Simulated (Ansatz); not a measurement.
C$_{4}$H$_{9}$O$_{3}$Si, doublet, at a GFN2-xTB geometry; R2SCAN/def2-SV(P) run with Ansatz (a quantum-chemistry and plane-wave program).

The Ansatz input:
Ansatz 0.2 input:
```yaml
crystal:
  periodic: [false, false, false]
  atoms:
    - {symbol: C, position_ang: [-1.16378327, 2.32077789, -0.05444850]}
    - {symbol: C, position_ang: [-0.20918460, 1.61039233, 0.46448743]}
    - {symbol: Si, position_ang: [0.17195920, -0.25332511, -0.23780180]}
    - {symbol: O, position_ang: [0.23081552, -0.04888493, -1.75200223]}
    - {symbol: O, position_ang: [-1.03336833, -0.98953057, 0.58055555]}
    - {symbol: C, position_ang: [-2.35345598, -0.98209564, 0.15310211]}
    - {symbol: O, position_ang: [1.42126644, -0.66730468, 0.71372810]}
    - {symbol: C, position_ang: [2.75347124, -0.53276168, 0.33469852]}
    - {symbol: H, position_ang: [-1.42283444, 3.29964269, 0.33355655]}
    - {symbol: H, position_ang: [-1.73379526, 1.99095718, -0.90701580]}
    - {symbol: H, position_ang: [0.43190449, 1.84288055, 1.29258962]}
    - {symbol: H, position_ang: [-2.42452562, -1.17284166, -0.91923206]}
    - {symbol: H, position_ang: [-2.88925905, -1.75808322, 0.70236234]}
    - {symbol: H, position_ang: [-2.81735583, -0.01255099, 0.36673452]}
    - {symbol: H, position_ang: [3.33276586, -1.29381403, 0.86055344]}
    - {symbol: H, position_ang: [3.12893806, 0.45592086, 0.61599108]}
    - {symbol: H, position_ang: [2.87473949, -0.65767598, -0.74160333]}
basis:
  gaussian:
    orbitals: def2-SV_P_.json
    point_charges:
      - {charge: 0.5, position_ang: [-2.8039, -5.6286, 2.4102]}
hamiltonian:
  xc: r2scan
magnetization: {spin_polarized: true, initial_magnetization: 1}
```
The basis file holds def2-SV(P) in the JSON format of the Basis Set Exchange.

What the program printed (banner, timings and long lists left out):

```
Functional definition: r2SCAN
1707 factors; their error is unknown
mean field evaluation 1: about -18279.5503 eV, gradient 6.2e1 eV
mean field evaluation 2: about -18237.9373 eV, gradient 1.1e2 eV
mean field evaluation 4: about -18295.0447 eV, gradient 1.1e1 eV
mean field evaluation 8: about -18295.4783 eV, gradient 5.8e-1 eV
mean field evaluation 16: about -18295.3978 eV, gradient 8.2e-3 eV
mean field evaluation 32: about -18295.0168 eV, gradient 1.7e0 eV
mean field -18295.39778510 eV, -672.3434675364 hartree, gradient 6.2e-5 eV, S^2 0.760075; 3 other end points of the search recorded, 0 dependent functions left out
reference -18295.39779820 eV, -672.3434680177 hartree; 36, 35 occupied and 98, 99 virtual orbitals, 1707 factors
Total energy: -18295.39779820 eV, -672.3434680177 hartree
```
